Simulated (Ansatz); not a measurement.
`[F][SnH2][Br]` + CH₃OH → `C[O][SnH2][Br]` + H–F at 298.15 K and 1 bar (ligand exchange at the Sn–F bond).

Program: Ansatz. Geometries: PBE0-D4/def2-TZVP. ΔE: electronic, gas phase. CCSD(T)/CBS is the MP2 limit (def2-TZVPP, def2-QZVPP) plus CCSD(T) − MP2 in def2-TZVPP, frozen cores. This one scheme is used for every species. def2 core potentials past Kr. For Br, Sn outer-core shells are correlated without core-valence functions, which leaves a few kJ/mol of doubt a bond. Scalar relativity is left out up to krypton. Each species was taken in one conformer, which may not be the lowest.

```tsv
species	CCSD(T)/CBS energy (Eh)	H − E (kJ/mol)	S (J/(mol·K))
`[F][SnH2][Br]`	-2888.40380	58.7	320.7
CH₃OH	-115.61712	146.3	238.2
`C[O][SnH2][Br]`	-2903.61539	168.4	369.4
H–F	-100.39570	33.5	173.6
```

H − E and S are ideal-gas, rigid-rotor, harmonic terms from PBE0-D4/def2-TZVP, for one conformer and one mirror image of each species. 1 Eh = 2625.50 kJ/mol, R = 8.31446 J/(mol·K).

Q: By hand: ΔE, ΔH, ΔS and ΔG.

A: ΔE = (-2903.61539) + (-100.39570) − (-2888.40380) − (-115.61712) = 0.00983 Eh = 25.8 kJ/mol. Δ(H − E) = 168.4 + 33.5 − 58.7 − 146.3 = -3.1, so ΔH = 22.7 kJ/mol. ΔS = 369.4 + 173.6 − 320.7 − 238.2 = -15.9 J/(mol·K). ΔG = 22.7 − 298.15 × (-15.9)/1000 = 27.4 kJ/mol.

Q: By hand: the equilibrium constant, and the temperature at which ΔG would vanish if ΔH and ΔS stayed fixed.

A: log₁₀ K = −ΔG/(RT ln 10) = -4.8. ΔH and −TΔS have one sign here, so there is no such temperature.

ΔH outweighs TΔS. A doubt of 5 kJ/mol in ΔE shifts log₁₀ K by 0.9 here. Other conformers and mirror images would add mixing entropy, several J/(mol·K) or more a flexible species. Modes under 60 cm⁻¹, often nearly free rotors, make the harmonic entropy too high. These are equilibria of isolated gas molecules and say nothing of rates. Largest T1 diagnostic: 0.012 (customary marks: 0.02 for closed shells, 0.045 for open ones).
